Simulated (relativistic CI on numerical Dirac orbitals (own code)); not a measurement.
**Tb XXVI: sensitivity of the levels to the model**

Base calculation: Dirac-Coulomb-Breit CI, KLI orbitals optimised for each configuration, a model potential for QED, unscaled Slater integrals.

CI space (outside the closed core [Ar] 3d10): 4s²4p⁶4d⁴, 4s²4p⁵4d⁵, 4s²4p⁶4d³4f, 4s4p⁶4d⁵, 4s4p⁶4d⁴4f, 4s²4p⁶4d³5s, 4s²4p⁶4d³5d, 4s²4p⁶4d³6s, 4p⁶4d⁶, 4p⁵4d⁷, 4s²4p⁶4d²5s², 4s²4p⁶4d4f5s², 4s4p⁶4d²4f5s², 4s²4p⁶4d5s²5d, 4p⁶4d⁵5s, 4p⁵4d⁶5s. Double excitations out of closed p, d and f shells are left out; levels of such configurations are missing from the list, as are those of other unlisted configurations, and high levels can miss mixing partners.

Variants: (1) valence Slater integrals scaled by 0.9; (2) configuration mixing switched off. Shifts of the energy above 4s²4p⁶4d⁴ ³P0, in cm⁻¹, for the lowest level and the first level of each name with at least 55 % of one term (blank where a level changes its place among those of its configuration and J or its character, or is not in the variant):

| Level | Base | Δ(1) | Δ(2) |
| --- | --- | --- | --- |
| 4s²4p⁶4d⁴ ³P0 | 0 | 0 | 0 |
| 4s²4p⁶4d⁴ ⁵D1 | 44463 | +2075 | -668 |
| 4s²4p⁶4d⁴ ⁵D2 | 69906 | +1517 | -543 |
| 4s²4p⁶4d⁴ ⁵D0 | 116279 | +874 | +388 |
| 4s²4p⁶4d⁴ ³H5 | 142813 | -1680 | -1260 |
| 4s²4p⁶4d⁴ ³P1 | 146986 | -1427 | +349 |
| 4s²4p⁶4d⁴ ³H6 | 151920 | -2491 | -1753 |
| 4s²4p⁶4d⁴ ³G4 | 161640 | -3050 | +443 |
| 4s²4p⁶4d⁴ ³D1 | 214708 | -2547 | +1616 |
| 4s²4p⁶4d⁴ ³G5 | 214898 | -2053 | -496 |
| 4s²4p⁶4d⁴ ¹I6 | 220134 | -2890 | -1741 |
| 4s²4p⁶4d⁴ ³P2 | 228771 | -7378 | +1151 |
| 4s²4p⁶4d⁴ ¹S0 | 234820 | -4879 | +2811 |
| 4s²4p⁶4d⁴ ¹G4 | 283242 | -7918 | -80 |
| 4s²4p⁵4d⁵ ⁷P°4 | 1010005 | +16985 | +5339 |
| 4s²4p⁵4d⁵ ⁵G°6 | 1097578 | +11392 | +6123 |
| 4s²4p⁵4d⁵ ⁵P°1 | 1098300 | +11666 | +5484 |
| 4s²4p⁵4d⁵ ⁵H°7 | 1118897 | +9256 | +8212 |
| 4s²4p⁵4d⁵ ⁵D°0 | 1153093 | +10182 |  |

At this charge energies of transitions that change n are usually good to better than 1 %, and those within a shell (Δn = 0) to a few per cent. Terms inside the open d or f shell come out 10 to 20 % too wide with unscaled integrals.

Ionisation energy from the two ground configurations alone: base 866.273 eV. The NIST ASD value (theoretical) is 866 eV.

LS names give the leading component of a level, which can be under half, so a name can repeat, a term be missing and a line seem to break the LS rules.
